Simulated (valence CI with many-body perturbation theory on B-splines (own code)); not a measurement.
Fe XXI: electric-dipole lines

Calculated by relativistic CI+MBPT: four valence electrons over a frozen Dirac-Fock core [He], radial functions for each j: 11 s, 11 p, 9 d, 7 f, 5 g, 2 h, 1 i, with the one-electron correlation potential Σ1, the two-electron term Σ2, the three-electron term Σ3, Breit, model QED; selected CI, second order for the rest (own B-spline code, finite nucleus).

No measured levels were compared; by estimate levels of excited configurations hold to 0.05 to 0.15 % of their energy, terms of the ground configuration to about 0.5 %. Among the levels kept, up to 270 cm⁻¹ of a level comes from second order outside the variational space, and about a tenth of that is noise between levels of different J, which matters for small intervals.

Lines 201 to 250 of 258 in falling wavelength, among levels below 8724.4 × 10³ cm⁻¹, chosen from the strongest by gf and those to the six lowest levels. Wavelengths and rates use the calculated energies, so an error of 500 cm⁻¹ moves a line at 12.20 Å by 0.0061 % and its rate by three times that or more. Electric multipoles are in the length gauge, E1 and E2 with the static RPA response of the core. Weak lines are less certain than strong ones. Lines between different terms over intervals too small for the method are left out, as are lines whose strength nearly cancels. The highest levels of a list are the least certain.

Names give the largest LS component (configuration and term), which can be under half, so a name can repeat, a term be missing and a line seem to break the LS rules; names also repeat where a configuration has a term twice. Letters in brackets count levels of one name in rising energy.

| λ vac (Å) | Upper | Lower | A (s⁻¹) | S (a.u.) with core polarisation | S without |
| --- | --- | --- | --- | --- | --- |
| 12.20 | 2s2p²3p ⁵D°_0 | 2s²2p² ³P_1 | 2.30e+11 | 2.07e-04 | 2.08e-04 |
| 12.20 | 2s2p²3p ³S°_1 | 2s²2p² ³P_2 | 9.61e+11 | 2.58e-03 | 2.58e-03 |
| 12.20 | 2s2p²3p ⁵D°_1 | 2s²2p² ³P_1 | 9.83e+10 | 2.64e-04 | 2.62e-04 |
| 12.17 | 2s2p²3p ³D°_3 [a] | 2s²2p² ¹D_2 | 4.76e+11 | 2.96e-03 | 2.96e-03 |
| 12.16 | 2s2p²3p ³P°_1 [a] | 2s²2p² ¹D_2 | 3.89e+11 | 1.04e-03 | 1.03e-03 |
| 12.16 | 2s2p²3p ³P°_2 | 2s²2p² ¹D_2 | 2.90e+11 | 1.28e-03 | 1.28e-03 |
| 12.15 | 2s²2p3d ¹P°_1 | 2s²2p² ³P_1 | 6.18e+11 | 1.64e-03 | 1.64e-03 |
| 12.15 | 2s2p²3p ⁵P°_1 | 2s²2p² ³P_2 | 7.03e+10 | 1.87e-04 | 1.86e-04 |
| 12.14 | 2s2p²3p ³S°_1 | 2s²2p² ³P_1 | 6.80e+11 | 1.80e-03 | 1.80e-03 |
| 12.13 | 2s²2p3d ³P°_1 | 2s²2p² ³P_0 | 5.30e+10 | 1.40e-04 | 1.40e-04 |
| 12.10 | 2s2p²3p ³D°_1 [a] | 2s²2p² ³P_2 | 1.62e+11 | 4.26e-04 | 4.26e-04 |
| 12.09 | 2s2p²3p ⁵D°_1 | 2s²2p² ³P_0 | 4.40e+11 | 1.15e-03 | 1.15e-03 |
| 12.09 | 2s2p²3p ³D°_1 [b] | 2s²2p² ¹S_0 | 6.94e+10 | 1.82e-04 | 1.81e-04 |
| 12.09 | 2s2p²3p ⁵P°_3 | 2s²2p² ³P_2 | 8.86e+11 | 5.41e-03 | 5.40e-03 |
| 12.08 | 2s2p²3p ⁵P°_2 | 2s²2p² ³P_1 | 8.02e+11 | 3.49e-03 | 3.48e-03 |
| 12.06 | 2s2p²3p ³D°_2 [a] | 2s²2p² ³P_2 | 3.02e+11 | 1.31e-03 | 1.30e-03 |
| 12.04 | 2s2p²3p ³D°_1 [a] | 2s²2p² ³P_1 | 3.32e+12 | 8.57e-03 | 8.55e-03 |
| 12.03 | 2s2p²3p ³S°_1 | 2s²2p² ³P_0 | 8.77e+11 | 2.26e-03 | 2.26e-03 |
| 12.03 | 2s2p²3p ¹P°_1 | 2s²2p² ¹S_0 | 1.42e+11 | 3.65e-04 | 3.64e-04 |
| 12.01 | 2s2p²3p ⁵S°_2 | 2s²2p² ³P_2 | 2.96e+11 | 1.27e-03 | 1.26e-03 |
| 12.00 | 2s2p²3p ³D°_2 [a] | 2s²2p² ³P_1 | 5.22e+12 | 2.22e-02 | 2.22e-02 |
| 11.98 | 2s2p²3p ³D°_3 [a] | 2s²2p² ³P_2 | 4.79e+12 | 2.85e-02 | 2.84e-02 |
| 11.98 | 2s2p²3p ⁵P°_1 | 2s²2p² ³P_0 | 3.27e+12 | 8.31e-03 | 8.30e-03 |
| 11.98 | 2s2p²3p ³P°_1 [a] | 2s²2p² ³P_2 | 4.34e+12 | 1.10e-02 | 1.10e-02 |
| 11.97 | 2s2p²3p ³P°_2 | 2s²2p² ³P_2 | 4.81e+12 | 2.04e-02 | 2.03e-02 |
| 11.96 | 2s2p²3p ³F°_2 | 2s²2p² ¹D_2 | 1.49e+12 | 6.30e-03 | 6.29e-03 |
| 11.95 | 2s2p²3p ³P°_0 [a] | 2s²2p² ³P_1 | 5.86e+12 | 4.94e-03 | 4.93e-03 |
| 11.95 | 2s2p²3p ⁵S°_2 | 2s²2p² ³P_1 | 1.03e+11 | 4.35e-04 | 4.34e-04 |
| 11.93 | 2s2p²3p ³D°_1 [a] | 2s²2p² ³P_0 | 1.48e+12 | 3.73e-03 | 3.72e-03 |
| 11.91 | 2s2p²3p ³P°_1 [a] | 2s²2p² ³P_1 | 8.11e+11 | 2.03e-03 | 2.03e-03 |
| 11.91 | 2s2p²3p ³F°_3 | 2s²2p² ¹D_2 | 7.81e+10 | 4.56e-04 | 4.55e-04 |
| 11.91 | 2s2p²3p ³P°_2 | 2s²2p² ³P_1 | 4.91e+11 | 2.05e-03 | 2.05e-03 |
| 11.91 | 2s2p²3p ³D°_1 [b] | 2s²2p² ¹D_2 | 1.09e+12 | 2.71e-03 | 2.71e-03 |
| 11.89 | 2s2p²3p ¹D°_2 | 2s²2p² ¹D_2 | 3.68e+12 | 1.53e-02 | 1.53e-02 |
| 11.87 | 2s2p²3p ³D°_2 [b] | 2s²2p² ¹D_2 | 2.48e+11 | 1.02e-03 | 1.02e-03 |
| 11.87 | 2s2p²3p ¹F°_3 | 2s²2p² ¹D_2 | 5.55e+12 | 3.20e-02 | 3.20e-02 |
| 11.85 | 2s2p²3p ³D°_3 [b] | 2s²2p² ¹D_2 | 8.64e+11 | 4.96e-03 | 4.96e-03 |
| 11.85 | 2s2p²3p ¹P°_1 | 2s²2p² ¹D_2 | 4.26e+12 | 1.05e-02 | 1.05e-02 |
| 11.82 | 2s2p²3p ³P°_1 [b] | 2s²2p² ¹D_2 | 8.02e+11 | 1.96e-03 | 1.96e-03 |
| 11.81 | 2s2p²3p ³P°_1 [a] | 2s²2p² ³P_0 | 5.25e+11 | 1.28e-03 | 1.28e-03 |
| 11.78 | 2s2p²3p ³F°_2 | 2s²2p² ³P_2 | 7.61e+11 | 3.07e-03 | 3.06e-03 |
| 11.73 | 2s2p²3p ³F°_3 | 2s²2p² ³P_2 | 3.32e+11 | 1.85e-03 | 1.85e-03 |
| 11.73 | 2s2p²3p ³D°_1 [b] | 2s²2p² ³P_2 | 9.52e+11 | 2.27e-03 | 2.27e-03 |
| 11.72 | 2s2p²3p ³F°_2 | 2s²2p² ³P_1 | 6.94e+10 | 2.76e-04 | 2.75e-04 |
| 11.72 | 2s2p²3p ¹D°_2 | 2s²2p² ³P_2 | 9.92e+11 | 3.94e-03 | 3.93e-03 |
| 11.69 | 2s2p²3p ³D°_2 [b] | 2s²2p² ³P_2 | 2.92e+11 | 1.15e-03 | 1.15e-03 |
| 11.69 | 2s2p²3p ¹F°_3 | 2s²2p² ³P_2 | 1.18e+12 | 6.52e-03 | 6.51e-03 |
| 11.67 | 2s2p²3p ³D°_3 [b] | 2s²2p² ³P_2 | 1.50e+11 | 8.22e-04 | 8.22e-04 |
| 11.67 | 2s2p²3p ¹P°_1 | 2s²2p² ³P_2 | 5.17e+11 | 1.22e-03 | 1.22e-03 |
| 11.67 | 2s2p²3p ³D°_1 [b] | 2s²2p² ³P_1 | 5.15e+11 | 1.21e-03 | 1.21e-03 |
